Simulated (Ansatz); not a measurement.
CH5NSSi can be A, `NC([SiH3])=S`, or B, `S[SiH]1CN1`.

Isolated molecules relaxed with PBE0-D4/def2-TZVP in Ansatz; ΔE leaves out vibrations. CBS: MP2 limit from def2 TZ/QZ plus the TZ coupled-cluster correction, frozen cores. Functionals use def2-TZVPP. B3LYP here is the variant with VWN-RPA as its local correlation; programs differ in this. One conformer a species, not always the lowest.

(1) Which isomer does CCSD(T)/CBS put lower? Give the gap. (Best estimate.)

(2) Give E(B) − E(A) in kcal/mol with B2PLYP, PBE0-D4, PBE-D4, LDA (SPW92), B3LYP-D4, ωB97M-V, HF/def2-TZVPP. (Best estimate.)

(3) Does the order hold for the free energy at 298.15 K (harmonic terms from PBE0-D4)? (An estimate is asked.)

Largest T1 diagnostic: 0.018.

Answers

(1) Ansatz gave: B, by 5.8 kcal/mol.

(2) Ansatz gave: B2PLYP -2.9, PBE0-D4 -5.8, PBE-D4 -3.3, LDA (SPW92) -4.7, B3LYP-D4 -1.3, ωB97M-V -6.2, HF/def2-TZVPP -2.2. None reverses the order clearly.

(3) Computed: Yes: G(B) − G(A) = -4.4 kcal/mol, for one conformer each.

At CCSD(T), def2-SVP lies +7.9 kcal/mol from the extrapolated value and def2-TZVPP +0.7 kcal/mol. From BLYP to BHLYP (50 % exact exchange), in def2-TZVPP and without D4, E(B) − E(A) moves by −4.4 kcal/mol.
